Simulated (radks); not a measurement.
Task: O II, configuration 1s1 2s2 2p3 3s1 (not the ground configuration). All-electron calculation, scalar-relativistic Kohn-Sham, LDA (Slater exchange, Perdew-Wang correlation), spin-polarised, spherical densities, point nucleus; open shells are filled with parallel spins first. Program: a radial shooting solver on a logarithmic mesh with Libxc functionals. Some entries of the table are withheld. Estimate them.

orbital  occ.  eigenvalue (eV)  r(max) (bohr)  <1/r> (bohr^-1)
1s up       1        -620.5366         0.1260            7.874
1s down     0        -571.6790         0.1279            7.730
2s up       1         -57.0968            (1)            1.529
2s down     1         -48.2775            (2)            1.433
2p up       3         -43.4046         0.6430            1.489
2p down     0         -33.6626         0.7039            1.349
3s up       1              (3)          2.857              (4)
3s down     0              (5)          3.083              (6)

Result: 
(1) 2s up r(max) (bohr): 0.7718
(2) 2s down r(max) (bohr): 0.8123
(3) 3s up eigenvalue (eV): -10.1195
(4) 3s up <1/r> (bohr^-1): 0.4146
(5) 3s down eigenvalue (eV): -8.1596
(6) 3s down <1/r> (bohr^-1): 0.3801
